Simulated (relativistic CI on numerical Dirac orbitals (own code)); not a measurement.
## Os20+: computed level list

Calculated at this level of theory: Dirac-Coulomb-Breit CI, separate exchange-only KLI orbitals for each configuration, QED by a radiative potential, unscaled Slater integrals (own radial code, finite nucleus).

Configurations in the expansion (outside the closed core [Ar] 3d10): 4s2.4p6.4d10.4f10, 4s2.4p6.4d10.4f9.5s, 4s2.4p6.4d10.4f8.5s2, 4s2.4p6.4d9.4f11, 4s2.4p6.4d8.4f12, 4s2.4p6.4d10.4f9.6s, 4s2.4p5.4d10.4f11, 4s.4p6.4d10.4f11, 4s2.4p4.4d10.4f12, 4p6.4d10.4f12, 4s.4p6.4d9.4f12, 4s.4p5.4d10.4f12. Levels of other configurations are missing.

The lowest level is 4s2.4p6.4d10.4f10 5I_8, with 85 % of that term; Hund's rules for 4s2.4p6.4d10.4f10 give 5I with J = 8, in agreement.

```csv
No.,Configuration,Term,J,E (eV),%,Landé g
1,4s2.4p6.4d10.4f10,5I,8,0.0000,85,1.227
2,4s2.4p6.4d10.4f10,5I,7,2.3670,93,1.166
3,4s2.4p6.4d10.4f10,5I,6,3.5582,78,1.085
4,4s2.4p6.4d10.4f10,3G,5,3.7246,32,1.166
5,4s2.4p6.4d10.4f10,3D,2,4.6504,27,1.339
6,4s2.4p6.4d10.4f10,5I,5,4.8924,55,1.074
7,4s2.4p6.4d10.4f10,5I,4,5.1223,63,0.698
8,4s2.4p6.4d10.4f10,5F,4,5.6549,75,1.313
9,4s2.4p6.4d10.4f10,3K,8,5.7678,55,1.099
10,4s2.4p6.4d10.4f10,5G,6,6.3798,61,1.251
11,4s2.4p6.4d10.4f10,5S,2,6.4131,52,1.557
12,4s2.4p6.4d10.4f10,5F,3,6.5859,74,1.242
13,4s2.4p6.4d10.4f10,5F,1,6.8638,51,0.328
14,4s2.4p6.4d10.4f10,5F,5,7.1211,36,1.249
15,4s2.4p6.4d10.4f10,3G,4,7.1675,35,1.122
16,4s2.4p6.4d10.4f10,3K,7,7.7404,71,1.017
17,4s2.4p6.4d10.4f10,3L,9,8.0163,87,1.096
18,4s2.4p6.4d10.4f10,3H,6,8.2051,57,1.200
19,4s2.4p6.4d10.4f10,3F,4,8.2219,35,1.080
20,4s2.4p6.4d10.4f10,3F,2,8.3993,37,0.814
21,4s2.4p6.4d10.4f10,5G,3,8.6694,39,1.055
22,4s2.4p6.4d10.4f10,5G,5,8.7344,59,1.162
23,4s2.4p6.4d10.4f10,3K,6,9.1730,74,0.902
24,4s2.4p6.4d10.4f10,5F,2,9.3457,39,1.043
25,4s2.4p6.4d10.4f10,3M,10,9.6537,96,1.093
26,4s2.4p6.4d10.4f10,3D,3,9.8926,49,1.211
27,4s2.4p6.4d10.4f10,3P,1,10.0506,67,1.039
28,4s2.4p6.4d10.4f10,3F,3,10.2451,46,0.977
29,4s2.4p6.4d10.4f10,3L,8,10.4259,53,1.013
30,4s2.4p6.4d10.4f10,3P,0,10.4307,94,
31,4s2.4p6.4d10.4f10,1L,8,10.5245,55,0.995
32,4s2.4p6.4d10.4f10,1G,4,10.5861,35,1.128
33,4s2.4p6.4d10.4f10,1D,2,10.7992,26,0.958
34,4s2.4p6.4d10.4f10,3I,5,10.8664,50,0.955
35,4s2.4p6.4d10.4f10,3I,7,10.9410,69,1.102
36,4s2.4p6.4d10.4f10,5G,4,10.9812,52,1.147
37,4s2.4p6.4d10.4f10,5G,2,11.2534,31,1.020
38,4s2.4p6.4d10.4f10,3F,4,11.3430,52,1.203
39,4s2.4p6.4d10.4f10,3I,6,11.4371,69,1.025
40,4s2.4p6.4d10.4f10,3L,7,11.7834,70,0.925
41,4s2.4p6.4d10.4f10,3H,5,11.9798,56,1.089
42,4s2.4p6.4d10.4f10,3M,9,12.0273,87,1.021
43,4s2.4p6.4d10.4f10,3H,4,12.2589,43,0.964
44,4s2.4p6.4d10.4f10,5D,1,12.4635,46,1.044
45,4s2.4p6.4d10.4f10,5D,2,12.5902,52,1.224
```

Energies count from the lowest computed level.

The mean weight of the leading LS term, summed over parents, in these 45 levels is 57 %, and that of the leading jj configuration (from the same eigenvectors) 63 %.

At this charge energies of transitions that change n are usually good to better than 1 %, and those within a shell (Δn = 0) to a few per cent. Terms inside the open d or f shell come out 10 to 20 % too wide with unscaled integrals.

LS names give the leading component of a level, which can be under half, so a name can repeat, a term be missing and a line seem to break the LS rules.
